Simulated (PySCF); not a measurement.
## Effect of structural changes

Computed, not measured: PySCF, TDDFT wB97X-D/aug-cc-pVDZ circular dichroism and optical rotation, one conformer, gas phase. Geometry: GFN2-xTB.

Each molecule in one low-energy conformer. The parent is C#C[C@@H]1C(=C)[C@H]1F.

**Question.** How does the specific rotation at 589.3 nm (origin-invariant length gauge) change along this series?
- C#C[C@@H]1C(=C)[C@H]1F (base)
- C#C[C@@H]1C(=C)[C@@H]1F (diastereomer)

**Answer.** 
| molecule | [α]589 (deg dm⁻¹ (g/mL)⁻¹) | S1 (eV) | R(S1), velocity form (10⁻⁴⁰ esu² cm²) |
| --- | --- | --- | --- |
| C#C[C@@H]1C(=C)[C@H]1F | +139.0 | 5.87 | -7.2 |
| C#C[C@@H]1C(=C)[C@@H]1F | +152.1 | 5.76 | +43.2 |

The specific rotation at 589.3 nm (origin-invariant length gauge) is lowest for C#C[C@@H]1C(=C)[C@H]1F and highest for C#C[C@@H]1C(=C)[C@@H]1F.
